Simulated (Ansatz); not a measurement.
The cluster Au2O2⁻. The state is a doublet with charge -1. Geometry PBE-D4/def2-TZVPD; atoms count from 1.

```xyz
4

Au   -1.885    1.738    1.838
Au   -0.206    0.353    0.468
O     1.227   -0.761   -0.590
O     0.864   -1.330   -1.716
```

In the def2 sets Au takes a core potential; there is no spin–orbit coupling. The structure holds one bond between oxygen atoms, so isomers without such links may lie far lower. The structure comes from a short search, and lower isomers may exist.

(1) Estimate the Mulliken populations from the PBE0/def2-TZVPD orbitals of Ansatz.

(2) Where does the spin sit?

(3) And the Mayer bond orders between heavy atoms (over 0.3)?

Results:

(1) 
```csv
atom,charge (e),spin (α − β),d electrons
Au1,-0.31,-0.03,9.87
Au2,-0.16,-0.01,9.71
O3,-0.22,0.42,–
O4,-0.31,0.61,–
```
Mulliken values depend strongly on the basis. With diffuse functions, as here, like atoms can get unlike values, and bond orders can come out too low or too high.

(2) Summed by element: Au -0.04, O 1.04, of 1 unpaired in all. Largest on single atoms: O4 0.61, O3 0.42, Au1 -0.03.

(3) Au1–Au2 0.91 (2.57 Å); Au2–O3 0.33 (2.10 Å); O3–O4 1.15 (1.31 Å).
